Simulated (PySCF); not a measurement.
**A series of linear complexes of Ti(II)**

All values are computed with PySCF: state-averaged CASSCF of the d shell with SC-NEVPT2, spin-free X2C, triple-zeta basis on the metal and double-zeta on the ligands, mean-field spin-orbit coupling; DFT geometries.

```tsv
complex	point group	M–L / Å	L–M–L / °	solvent
Ti(SH)2	C2h	2.33	180	none
TiBr2	D∞h	2.39	180	none
TiI2	D∞h	2.60	180	none
TiCl2	D∞h	2.24	180	none
```

For TiCl2 the d shell alone is too small an active space: its values show what this model gives and aren't sound predictions.

Q: Rank by the spin-orbit constant ζ, lowest first.
A. Ti(SH)2
B. TiBr2
C. TiI2
D. TiCl2

A: A (104 cm⁻¹), D (106 cm⁻¹), B (110 cm⁻¹), C (115 cm⁻¹).

Q: What are the ground states and moments?

A: 
```csv
complex,shell,ground state (NEVPT2),total orbital splitting (CASSCF fit) / cm⁻¹,μeff(300 K) / μB
Ti(SH)2,d2,3Bg,7748,3.11
TiBr2,d2,3Δg,5199,3.06
TiI2,d2,3Δg,3970,3.07
TiCl2,d2,3Δg,6287,3.05
```

In Ti(SH)2 the next state lies within 300 cm⁻¹ of the lowest, inside the method's error, so which of them is lowest is undecided.

In Ti(SH)2, TiBr2 the metal orbitals mix much with the ligands', for which an active space of the metal shell alone is small.
